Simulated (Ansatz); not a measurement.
Ansatz (a program for electronic structure) input (wB97X/def2-TZVPD):

Ansatz 0.2 input:
```yaml
crystal:
  periodic: [false, false, false]
  atoms:
    - {symbol: C, position_ang: [2.49687042, -0.60446817, 0.16508473]}
    - {symbol: C, position_ang: [1.13015804, -0.06323212, -0.07042139]}
    - {symbol: C, position_ang: [0.69777047, 1.02965613, -0.78082640]}
    - {symbol: C, position_ang: [-0.72254970, 1.08529557, -0.67588512]}
    - {symbol: C, position_ang: [-1.12971357, 0.02529581, 0.09655071]}
    - {symbol: N, position_ang: [0.00776744, -0.66296463, 0.45662897]}
    - {symbol: C, position_ang: [-2.48499279, -0.40930927, 0.53317296]}
    - {symbol: H, position_ang: [2.60742680, -1.62327767, -0.21917868]}
    - {symbol: H, position_ang: [2.75355187, -0.62421532, 1.22884155]}
    - {symbol: H, position_ang: [3.23237101, 0.02012223, -0.34007384]}
    - {symbol: H, position_ang: [1.33385289, 1.71446089, -1.31749725]}
    - {symbol: H, position_ang: [-1.37527028, 1.82058775, -1.11733191]}
    - {symbol: H, position_ang: [0.01746320, -1.49051571, 1.02661986]}
    - {symbol: H, position_ang: [-2.72966933, -1.41420293, 0.17515616]}
    - {symbol: H, position_ang: [-3.23581122, 0.27350600, 0.13783204]}
    - {symbol: H, position_ang: [-2.58354426, -0.41514057, 1.62317639]}
basis:
  gaussian:
    orbitals: def2-TZVPD
hamiltonian:
  xc: {name: wB97X}
total_charge: -1
magnetization: {spin_polarized: true, initial_magnetization: 1}
```

Output:

```
Functional definition: wB97X
integrals: 0.47 GiB planned
1682 factors; their error is unknown
integrals: 0.51 GiB planned
629 factors; integrals over basis functions are off by at most 4.7e-6 eV
0.58 GiB of the device are held for the grids
2.72 GiB of device memory are held for the factors and their scratch space
mean field: 3.88 GiB planned
mean field evaluation 1: about -7852.0336 eV, gradient 3.1e1 eV
mean field evaluation 2: about -7854.0477 eV, gradient 2.5e1 eV
mean field evaluation 4: about -7856.8754 eV, gradient 1.9e0 eV
mean field evaluation 8: about -7856.9297 eV, gradient 1.8e-1 eV
mean field evaluation 16: about -7856.9008 eV, gradient 4.4e-3 eV
mean field evaluation 32: about -7858.0049 eV, gradient 5.8e-5 eV
mean field evaluation 64: about -7857.3508 eV, gradient 3.9e0 eV
integrals: 1.60 GiB planned
a density is far from that of the atoms, so the factors are made again for it
2394 factors; integrals over basis functions are off by at most 1.1e-3 eV
629 factors; integrals over basis functions are off by at most 4.3e-6 eV
0.58 GiB of the device are held for the grids
4.24 GiB of device memory are held for the factors and their scratch space
mean field: 2.42 GiB planned
mean field -7858.00485627 eV, -288.7763521207 hartree, gradient 1.5e-5 eV, S^2 0.750753; 0 other end points of the search recorded, 0 dependent functions left out
reference -7858.00485977 eV, -288.7763522497 hartree; 27, 26 occupied and 313, 314 virtual orbitals, 2394 factors
Total energy: -7858.00485977 eV, -288.7763522497 hartree
```

This state (charge -1, doublet) is run at the relaxed geometry of the species with charge 0 and multiplicity 1.
